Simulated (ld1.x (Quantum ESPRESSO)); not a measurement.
# u(r) = r·R(r): atom against pseudo-atom (Yb)

Columns: radius, all-electron u(r) and pseudo u(r) of the 5d shell (level -7.12 eV) of ytterbium in the configuration [Kr] 4d10 4f14 5s2 5p6 5d0 6s1 6p0; PBEsol, non-relativistic, ultrasoft scheme, ld1.x (Quantum ESPRESSO) 7.5.

```json
{"r (bohr)": "0.182", "all-electron": "0.1009", "pseudo": "0.0008"}
{"r (bohr)": "0.365", "all-electron": "-0.2218", "pseudo": "0.0065"}
{"r (bohr)": "0.548", "all-electron": "-0.1806", "pseudo": "0.0211"}
{"r (bohr)": "0.730", "all-electron": "0.0314", "pseudo": "0.0474"}
{"r (bohr)": "0.912", "all-electron": "0.2409", "pseudo": "0.0864"}
{"r (bohr)": "1.095", "all-electron": "0.4018", "pseudo": "0.1377"}
{"r (bohr)": "1.277", "all-electron": "0.5106", "pseudo": "0.1982"}
{"r (bohr)": "1.460", "all-electron": "0.5783", "pseudo": "0.2645"}
{"r (bohr)": "1.642", "all-electron": "0.6145", "pseudo": "0.3310"}
{"r (bohr)": "1.825", "all-electron": "0.6286", "pseudo": "0.3934"}
{"r (bohr)": "2.007", "all-electron": "0.6269", "pseudo": "0.4465"}
{"r (bohr)": "2.190", "all-electron": "0.6146", "pseudo": "0.4873"}
{"r (bohr)": "2.372", "all-electron": "0.5954", "pseudo": "0.5134"}
{"r (bohr)": "2.555", "all-electron": "0.5717", "pseudo": "0.5247"}
{"r (bohr)": "2.738", "all-electron": "0.5454", "pseudo": "0.5223"}
{"r (bohr)": "2.920", "all-electron": "0.5180", "pseudo": "0.5089"}
{"r (bohr)": "3.102", "all-electron": "0.4902", "pseudo": "0.4877"}
{"r (bohr)": "3.285", "all-electron": "0.4622", "pseudo": "0.4620"}
{"r (bohr)": "3.468", "all-electron": "0.4347", "pseudo": "0.4347"}
{"r (bohr)": "3.650", "all-electron": "0.4078", "pseudo": "0.4078"}
{"r (bohr)": "3.832", "all-electron": "0.3815", "pseudo": "0.3815"}
{"r (bohr)": "4.015", "all-electron": "0.3557", "pseudo": "0.3557"}
{"r (bohr)": "4.198", "all-electron": "0.3307", "pseudo": "0.3307"}
{"r (bohr)": "4.380", "all-electron": "0.3067", "pseudo": "0.3067"}
{"r (bohr)": "4.562", "all-electron": "0.2837", "pseudo": "0.2837"}
{"r (bohr)": "4.745", "all-electron": "0.2616", "pseudo": "0.2616"}
```

How many radial nodes do the two functions have?

The all-electron 5d function has n − l − 1 = 2; the pseudo-wave has 0, since the states of the same l below it are removed with the core.

At about which radius was the pseudo-wave matched?

3.65 bohr. The columns agree to 0.0005 from 3.29 bohr on; several derivatives are matched, so the curves merge somewhat inside the radius.

Where does each function peak?

Outermost all-electron maximum near 1.82 bohr, pseudo maximum near 2.56 bohr (to the table’s step).

Is the pseudo-wave norm-conserving?

No, it belongs to an ultrasoft set: the norm inside the radius is not constrained, and the difference is carried by the augmentation charge.
